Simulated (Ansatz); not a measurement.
AlBrH2 (SMILES [AlH2][Br]) moved off its minimum; all values from Ansatz (a program for electronic structure), cores frozen in correlated methods.
(charge 0, multiplicity 1)
```xyz
4

Al    -0.9528    -1.1891     0.1941
H     -0.3962    -2.3383     1.3291
H     -2.1670    -1.5440    -0.6902
Br     0.4001     0.5952    -0.1500
```

Forces at MP2/def2-TZVPPD (eV/Å):

```tsv
atom	Fx	Fy	Fz
Al1	1.053	-1.328	1.097
H2	-0.537	1.141	-0.908
H3	-0.311	0.204	-0.193
Br4	-0.204	-0.017	0.005
```

Question: Give the forces (eV/Å), the total energy and the dipole at CCSD(T)/def2-TZVPPD.

Answer: 
| atom | Fx | Fy | Fz |
|---|---|---|---|
| Al1 | 1.036 | -1.270 | 1.081 |
| H2 | -0.502 | 1.058 | -0.835 |
| H3 | -0.373 | 0.177 | -0.239 |
| Br4 | -0.161 | 0.035 | -0.007 |
Energy -2815.8423 hartree, dipole 1.07 D.
